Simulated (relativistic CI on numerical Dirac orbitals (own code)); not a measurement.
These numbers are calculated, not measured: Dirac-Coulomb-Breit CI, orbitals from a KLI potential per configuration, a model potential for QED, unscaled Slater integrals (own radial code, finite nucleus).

Configurations in the expansion (outside the closed core 1s2): 2s2.2p6, 2s2.2p5.3s, 2s2.2p5.3p, 2s2.2p5.3d, 2s.2p6.3s, 2s.2p6.3p, 2s.2p6.3d, 2s2.2p5.4s, 2s2.2p5.4p, 2s2.2p5.4d, 2s2.2p5.4f, 2s.2p6.4s, 2s.2p6.4p, 2s2.2p4.3s2, 2s.2p6.4d, 2s.2p6.4f, 2s2.2p5.5s, 2s2.2p4.3s.3p, 2s2.2p5.5p, 2s2.2p5.5d, 2s2.2p5.5f, 2s2.2p5.5g, 2s2.2p4.3p2, 2s2.2p4.3s.3d, 2s2.2p4.3p.3d, 2s.2p5.3s2, 2s2.2p4.3d2, 2s.2p5.3s.3p, 2s.2p6.5s, 2s.2p5.3p2, 2s.2p5.3s.3d, 2s.2p6.5p, 2s.2p6.5d, 2s.2p6.5f, 2s.2p6.5g, 2s.2p5.3p.3d. Levels of other configurations are missing.

At this charge energies of transitions that change n are usually good to better than 1 %, and those within a shell (Δn = 0) to a few per cent.

Outline of the computed level scheme of Cd XXXIX. Lowest level of each configuration: 2s2.2p6 1S_0 at 0.00 eV; 2s2.2p5.3s 3P°_2 at 3230.77 eV; 2s2.2p5.3p 3P_1 at 3309.03 eV; 2s2.2p5.3d 3P°_0 at 3453.22 eV; 2s.2p6.3s 3S_1 at 3696.20 eV; 2s.2p6.3p 3P°_0 at 3775.39 eV; 2s.2p6.3d 3D_1 at 3922.87 eV; 2s2.2p5.4s 3P°_2 at 4415.37 eV; 2s2.2p5.4p 3P_1 at 4447.87 eV.

Some strong electric-dipole decays among the lowest 45 levels: 2s2.2p5.3d 1P°_1 → 2s2.2p6 1S_0 (3.6e+14 s⁻¹); 2s2.2p5.3d 3D°_1 → 2s2.2p6 1S_0 (3.0e+14 s⁻¹); 2s.2p6.3p 1P°_1 → 2s2.2p6 1S_0 (6.8e+13 s⁻¹); 2s.2p6.3p 3P°_1 → 2s2.2p6 1S_0 (2.5e+13 s⁻¹); 2s2.2p5.3s 1P°_1 → 2s2.2p6 1S_0 (2.1e+13 s⁻¹); 2s2.2p5.3s 3P°_1 → 2s2.2p6 1S_0 (1.9e+13 s⁻¹); 2s2.2p5.4s 1P°_1 → 2s2.2p6 1S_0 (7.1e+12 s⁻¹); 2s2.2p5.4p 3P_1 → 2s2.2p5.3s 3P°_2 (6.8e+12 s⁻¹).

LS names give the leading component of a level, which can be under half, so a name can repeat, a term be missing and a line seem to break the LS rules.
